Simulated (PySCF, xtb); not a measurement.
1-bromo-3-chloropropa-1,2-diene (C3H2BrCl), SMILES C(=C=CCl)Br.

Harmonic wavenumbers (cm⁻¹) from GFN2-xTB run with xtb at its own minimum, in rising order: 74, 157, 233, 387, 475, 613, 670, 727, 808, 1108, 1144, 1304, 2030, 3057, 3072.

**Question.** What does PySCF 2.14.0 with B3LYP-D3(BJ)/def2-SVP give at its own minimum? (The exact figures need the calculation; the answer reports its results.)

**Answer.** 80, 175, 252, 423, 513, 671, 737, 767, 849, 1122, 1206, 1335, 2055, 3186, 3194. Paired by order, the mean absolute difference is 47 cm⁻¹ and the zero-point energies are 22.7 and 23.7 kcal/mol.
